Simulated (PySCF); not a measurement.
B(F)(NCO)2 (C2BFN2O2), SMILES O=C=NB(F)N=C=O.

Geometry optimised at PBE0-D3(BJ)/def2-SVP. The values are those of a single conformer.

Calculation: TDDFT-PBE0/def2-SVPD run with PySCF.

Vertical excitations. The molecule is in vacuum. State labels are in the subgroup C2v.

```json
[
 {"state": "S1", "symmetry": "A2", "energy (eV)": "5.67", "λ (nm)": "219", "f": "0.000", "main pairs": "HOMO→LUMO 98 %"},
 {"state": "S2", "symmetry": "B1", "energy (eV)": "6.47", "λ (nm)": "192", "f": "0.000", "main pairs": "HOMO−2→LUMO 94 %"},
 {"state": "S3", "symmetry": "B2", "energy (eV)": "6.60", "λ (nm)": "188", "f": "0.233", "main pairs": "HOMO−1→LUMO 83 %"},
 {"state": "S4", "symmetry": "A1", "energy (eV)": "7.44", "λ (nm)": "167", "f": "0.043", "main pairs": "HOMO−3→LUMO 77 %"},
 {"state": "S5", "symmetry": "B2", "energy (eV)": "7.77", "λ (nm)": "160", "f": "0.003", "main pairs": "HOMO→LUMO+1 91 %"},
 {"state": "S6", "symmetry": "A2", "energy (eV)": "7.82", "λ (nm)": "159", "f": "0.000", "main pairs": "HOMO−1→LUMO+2 56 %, HOMO−1→LUMO+1 35 %"},
 {"state": "S7", "symmetry": "A2", "energy (eV)": "8.15", "λ (nm)": "152", "f": "0.000", "main pairs": "HOMO−1→LUMO+1 60 %, HOMO−1→LUMO+2 36 %"},
 {"state": "S8", "symmetry": "B1", "energy (eV)": "8.36", "λ (nm)": "148", "f": "0.001", "main pairs": "HOMO−3→LUMO+2 33 %, HOMO−1→LUMO+6 27 %, HOMO−3→LUMO+1 18 %, HOMO−1→LUMO+3 10 %"},
 {"state": "S9", "symmetry": "A1", "energy (eV)": "8.41", "λ (nm)": "147", "f": "0.021", "main pairs": "HOMO→LUMO+3 46 %, HOMO−2→LUMO+1 44 %"},
 {"state": "S10", "symmetry": "B1", "energy (eV)": "8.68", "λ (nm)": "143", "f": "0.001", "main pairs": "HOMO→LUMO+4 76 %"},
 {"state": "T1", "symmetry": "A2", "energy (eV)": "5.51", "λ (nm)": "225", "f": "0", "main pairs": "HOMO→LUMO 96 %"},
 {"state": "T2", "symmetry": "B2", "energy (eV)": "5.64", "λ (nm)": "220", "f": "0", "main pairs": "HOMO−1→LUMO 94 %"},
 {"state": "T3", "symmetry": "A1", "energy (eV)": "6.25", "λ (nm)": "198", "f": "0", "main pairs": "HOMO−3→LUMO 87 %"},
 {"state": "T4", "symmetry": "B1", "energy (eV)": "6.26", "λ (nm)": "198", "f": "0", "main pairs": "HOMO−2→LUMO 90 %"}
]
```
Triplets are in the Tamm–Dancoff approximation, which puts them higher than full response would, so one can lie above its singlet here.
